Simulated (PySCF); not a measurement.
An unknown is described by computed data only.

Formula: C6H11F3.

* 13C NMR: chemical shifts (computed TMS as zero) by class: 136.4 (1 C), 50.6 (1 C), 31.6 (1 C), 31.4 (3 C) ppm [GIAO PBE0/pcSseg-1]
* Rotational structure: rotational constants A, B, C: 2.602, 1.049, 1.035 GHz [GFN2-xTB]
* Dipole: 2.47 D [PBE0/pcSseg-1]
* NMR, other nuclei: isotropic shieldings of nuclei other than C and H, by class: 248 (3 F) ppm [GIAO PBE0/pcSseg-1]
* 1H NMR: chemical shifts (computed TMS as zero) by class: 1.97 (2 H), 1.12 (9 H) ppm [GIAO PBE0/pcSseg-1]

Gas-phase values; electronic properties from PySCF, density fitting. Levels stand in brackets. Geometry: GFN2-xTB; no solvent, vibrations or thermal averaging. GFN2-xTB frequencies show an imaginary mode (28i cm⁻¹), so this geometry is no minimum at that level. Each NMR value is the plain mean over a class of atoms that symmetry, rotation or inversion makes alike.

Question: What is the compound? Reason from the data.

Answer: Numbering: `[CH3:1][C:2]([CH3:3])([CH3:4])[CH2:5][C:6]([F:7])([F:8])[F:9]`. Its formula, C6H11F3, gives 0 degrees of unsaturation, so no ring and no π bond. 6 carbons fall into 4 classes; from least to most shielded: CF3 carbon [C6] (136.4 ppm), chain CH2 carbon [C5] (50.6 ppm), quaternary sp3 carbon [C2] (31.6 ppm), methyl carbon [C1/C3/C4] (31.4 ppm, 3 C, up to 5.2 ppm apart in this geometry). Hydrogen classes from least to most shielded: 2 H on a chain CH2 carbon, C5 (1.97 ppm), 9 H on 3 methyl carbons, C1/C3/C4 (1.12 ppm, a mean of values up to 0.7 ppm apart in this geometry). The other shieldings belong to: 248 ppm, fluorine of a CF3 group [F7/F8/F9]. The optimised geometry has point group Cs and is an asymmetric top. Structure: `CC(C)(C)CC(F)(F)F`. Computed isomers that give other values at the same levels: `CC(C)[C@@](C)(F)C(F)F` (13C chemical shifts (computed TMS as zero) by class: 122.4 (1 C), 99.3 (1 C), 36.6 (1 C), 18.2 (1 C), 17.6 (1 C), 17.4 (1 C) ppm); `CC[C@H](C)CC(F)(F)F` (13C chemical shifts (computed TMS as zero) by class: 136.6 (1 C), 42.5 (1 C), 34.7 (1 C), 34.3 (1 C), 23.7 (1 C), 14.4 (1 C) ppm); `CCC(C)(C)C(F)(F)F` (13C chemical shifts (computed TMS as zero) by class: 139.4 (1 C), 44.2 (1 C), 30.7 (1 C), 20.2 (2 C), 9.0 (1 C) ppm). The assignments are read from this structure; whether some other isomer fits the data as well wasn't checked.

Shape of the structure used: `[CH3:1][C:2]([CH3:3])([CH3:4])[CH2:5][C:6]([F:7])([F:8])[F:9]`: C1–C2–C5–C6 61°, C2–C5–C6–F7 180°.
